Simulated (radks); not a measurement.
Removal energies from the rubidium ion Rb10+, [Ar] 3d9, by Delta-SCF beside the eigenvalue of the level emptied. Method: scalar-relativistic Kohn-Sham, PBE, spin-polarised, spherical densities, finite nucleus; Fermi nuclear charge, rms radius of each element as measured or else 0.836 A^(1/3) + 0.57 fm; computed with a radial shooting solver on a logarithmic mesh with Libxc functionals. Open shells are filled with parallel spins first.

[
 {"removed from": "3d", "final configuration": "[Ar] 3d8", "Delta-SCF (eV)": "316.62", "-eigenvalue (eV)": "296.60"},
 {"removed from": "3p", "final configuration": "[Ne] 3s2 3p5 3d9", "Delta-SCF (eV)": "437.30", "-eigenvalue (eV)": "417.74"},
 {"removed from": "3s", "final configuration": "[Ne] 3s1 3p6 3d9", "Delta-SCF (eV)": "510.89", "-eigenvalue (eV)": "491.23"},
 {"removed from": "2p", "final configuration": "[He] 2s2 2p5 3s2 3p6 3d9", "Delta-SCF (eV)": "2037.0", "-eigenvalue (eV)": "1985.7"}
]
